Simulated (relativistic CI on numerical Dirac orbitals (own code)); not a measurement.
## Mn⁵⁺: 3p photoemission

Computed with this model: Dirac-Coulomb-Breit CI, KLI orbitals optimised for each configuration, QED by a radiative potential, multiplet model of photoemission in the sudden approximation, unscaled Slater integrals; configurations [Ar] 3d2 → [Ne] 3s2 3p5 3d2; 300 K; Lorentzian 0.8 eV and Gaussian 0.6 eV FWHM. Energies are those of the free ion, without screening or charge transfer. The energies are binding energies and can lie tens of eV above those of solids. S is read from ⟨S²⟩ = S(S + 1).

Field parameters in Wybourne normalisation: D4h B²₀ = −7Ds, B⁴₀ = 21(Dq − Dt), B⁴₄ = 21√(5/14) Dq. The field is a parameter set, without covalency.

free ion: ground-state S = 1.00, centroid 144.69 eV. Peaks (eV, height): 138.3 (41), 141.4 (100), 142.8 (70), 145.6 (37), 147.2 (14), 158.5 (17), 166.3 (18).

D4h, 10Dq = 14450, Ds = -1500, Dt = 440 cm⁻¹: ground-state S = 1.00, centroid 144.70 eV. Peaks (eV, height): 138.5 (50), 141.4 (100), 144.1 (49), 146.4 (31), 150.8 (7), 159.6 (14), 166.6 (14).

D4h, 10Dq = 14450, Ds = 300, Dt = 440 cm⁻¹: ground-state S = 1.00, centroid 144.70 eV. Peaks (eV, height): 138.5 (52), 141.4 (100), 143.8 (57), 146.3 (34), 151.1 (6), 159.7 (18), 166.6 (15).

D4h, 10Dq = 14450, Ds = 3000, Dt = 440 cm⁻¹: ground-state S = 1.00, centroid 144.71 eV. Peaks (eV, height): 138.6 (57), 141.4 (100), 146.3 (36), 148.7 (11), 151.0 (8), 159.6 (17), 166.9 (14).

Strongest unbroadened transitions for D4h, 10Dq = 14450, Ds = -1500, Dt = 440 cm⁻¹:

| Energy (eV) | Relative strength |
| --- | --- |
| 138.42 | 20.8 |
| 138.44 | 46.2 |
| 138.45 | 58.1 |
| 138.46 | 28.6 |
| 138.91 | 24.5 |
| 140.96 | 19.4 |
| 141.01 | 19.5 |
| 141.19 | 71.7 |
| 141.32 | 100.0 |
| 141.67 | 33.8 |
| 141.71 | 85.3 |
| 142.05 | 38.4 |
| 142.69 | 29.0 |
| 146.07 | 19.0 |
| 146.59 | 27.8 |
| 159.35 | 19.4 |
| 166.58 | 16.8 |
| 166.59 | 20.2 |
